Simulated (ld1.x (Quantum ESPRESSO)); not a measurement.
# Before and after: ultrasoft potential for Ar (Z = 18)

| Quantity | Value |
| --- | --- |
| Element | argon (Ar) |
| Generator | ld1.x (Quantum ESPRESSO) 7.5 |
| Type | ultrasoft |
| Functional | revPBE |
| Relativity | fully relativistic |
| Frozen core | [Ne] |
| Valence charge | 8 |
| Reference configuration | 3s2 3p5.5 (charge +0.5) |
| Partial waves | 3s (bound): rcut 0.75, rcutus 1.00 bohr; 3s channel at 0.2 Ry: rcut 0.75, rcutus 1.00 bohr; 3p (bound): rcut 0.65, rcutus 0.90 bohr; 3p channel at -0.55 Ry: rcut 0.65, rcutus 0.90 bohr |
| Local potential | all-electron potential smoothed inside 0.70 bohr (lloc = -2) |
| Core correction | none |
| Augmentation charge | built from norm-conserving waves at rcut, not smoothed further |

Open shells are filled in proportion to 2j + 1 (rel_dist='average').

Change: all radii scaled by about 1.06 (s 1.06, p 0.96 bohr, rcut 0.80/0.68); local potential all-electron potential smoothed inside 0.74 bohr (lloc = -2).

Cutoffs: the cutoffs (Ry, on a coarse ladder) from which the occupation-weighted sum of valence levels, in a spherical-Bessel basis at the reference potential, stays within 10 and 1 mRy of its value at 400 Ry; they do not see the model core or the augmentation charge, which bear on the density cutoff. Errors are all-electron minus pseudo energies relative to the spin-unpolarised reference configuration.

Problem. What does the change do?

Solution. The potential gets softer (80 Ry and 140 Ry → 70 Ry and 110 Ry); the bound ghosts move from p, s to p; the number of tests that count goes from 6 to 5; of the 5 tests that both files solve, the error grows in 1 and shrinks in 3 by more than 15 % and 0.3 meV (median size 1.5 → 5.3 meV). A larger radius leaves more room for a smooth pseudo-wave, so fewer plane waves are needed.

```tsv
quantity	base	changed
cutoff, loose	80 Ry	70 Ry
cutoff, tight	140 Ry	110 Ry
loose cutoff by channel (10 mRy a level)	s 40 Ry, p 70 Ry	s 30 Ry, p 15 Ry
bound ghosts	p3/2, p1/2, s	p3/2, p1/2
tests counted (converged, no solver errors)	6 of 6	5 of 6
error for 3s2 3p6, meV [ΔE -6.53 eV]	-0.7	-0.3
error for 3s2 3p5, meV [ΔE 9.50 eV]	-0.6	-0.4
error for 3s2 3p4, meV [ΔE 38.13 eV]	-11	-5.3
error for 3s2 3p3, meV [ΔE 80.69 eV]	-44	-18
error for 3s1 3p6, meV [ΔE 24.13 eV]	-1.5	-6.8
lowest overlap eigenvalue by channel	s 0.76, p1/2 1.00, p3/2 1.00	s 0.61, p1/2 0.96, p3/2 0.97
```

Changed file: Tests not counted: 3s2 3p2 (solver errors, printed error -358 eV). A true bound ghost makes a file unfit for plane-wave use even where its test errors are small: the radial tests pick states by their node count and pass the ghost by. Where a test does run into it, the solver fails or the error is huge.
